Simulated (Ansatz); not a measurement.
## A basis-limit estimate, worked out

An elementary step of Si5H13Cl, closed shell (Si₄H₁₀ ([SiH3][SiH]([SiH3])[SiH3]) + SiH₃Cl ([SiH3][Cl]) → Si₅H₁₂ ([SiH3][Si]([SiH3])([SiH3])[SiH3]) + HCl; bonds formed: Si1–Si4, Cl2–H3; bonds broken: Si1–Cl2, H3–Si4). “Start” is the structure reached by relaxing down from the saddle towards the reactants; PBE0-D4/def2-TZVP structures. The saddle:

Si1  (-0.530, 1.602, 1.452)
Cl2  (-2.508, 0.006, 2.047)
H3  (-1.050, 0.068, 0.971)
Si4  (0.107, -0.264, -0.236)
Si5  (-0.235, 1.007, -2.168)
Si6  (2.331, -0.391, 0.481)
Si7  (-0.990, -2.338, -0.324)
H8  (0.727, 2.138, 0.811)
H9  (-1.591, 2.525, 1.016)
H10  (-0.172, 1.438, 2.871)
H11  (0.286, 2.383, -1.975)
H12  (-1.685, 1.046, -2.485)
H13  (0.499, 0.348, -3.280)
H14  (3.097, 0.759, -0.061)
H15  (2.364, -0.365, 1.967)
H16  (2.924, -1.663, -0.009)
H17  (-2.406, -2.138, -0.712)
H18  (-0.873, -3.010, 0.993)
H19  (-0.295, -3.152, -1.359)
(Å)

Ansatz 0.2.0; basis: def2-TZVPP and def2-QZVPP; cores frozen in the correlated methods.

Energies in eV:

| quantity | saddle | start |
| --- | --- | --- |
| Hartree–Fock, triple zeta (X = 3) | -52020.21606 | -52023.48014 |
| Hartree–Fock, quadruple zeta (X = 4) | -52021.78610 | -52025.04696 |
| MP2 correlation, X = 3 | -23.78409 | -22.93327 |
| MP2 correlation, X = 4 | -25.65612 | -24.76165 |
| CCSD(T) correlation, X = 3 | -28.08059 | -27.28536 |

(1) Work out the barrier at the basis limit: extrapolate Hartree–Fock as E(X) = E∞ + A exp(−7.88 √X) and the MP2 correlation as E(X) = E∞ + B X^−2.97 (the exponents that Neese and Valeev fitted for def2-TZVPP and QZVPP), then add CCSD(T) − MP2 in triple zeta.

T1 diagnostic: at most 0.015.

Answers

(1) Each step is linear, so take the differences first (saddle − start): Hartree–Fock 3.26408 (X = 3) and 3.26086 (X = 4); MP2 correlation -0.85082 and -0.89447; CCSD(T) correlation -0.79523.
Two points give E∞ = E(4) + w [E(4) − E(3)], with w = 1/(exp(7.88 (2 − √3)) − 1) = 0.1377 for Hartree–Fock and w = 1/((4/3)^2.97 − 1) = 0.7407 for the correlation.
Hartree–Fock: 3.26086 + 0.1377 × (-0.00322) = 3.2604 eV.
MP2 correlation: -0.89447 + 0.7407 × (-0.04365) = -0.9268 eV.
CCSD(T) − MP2: -0.79523 − (-0.85082) = 0.0556 eV.
Sum: 3.2604 + (-0.9268) + 0.0556 = 2.3892 eV, or 55.10 kcal/mol. Plain CCSD(T) in triple zeta gives 2.4688 eV, so the larger basis shifts the result by -0.0796 eV.

Labels in which every atom is bracketed show which atoms are joined, not bond orders.

For scale, one of the runs: CCSD(T)/def2-TZVPP, 434 basis functions, launched by `ansatz run in.yaml --threads 4 --pin off --events-out ev --progress --plain --max-ram 66560MiB --backend cuda --devices 0, --max-vram 37GiB`. The run took 20 s on 4 CPU threads of an AMD EPYC 7R13 and a share of one NVIDIA H100 (shared host), with 1.1 GiB of host memory at its peak.
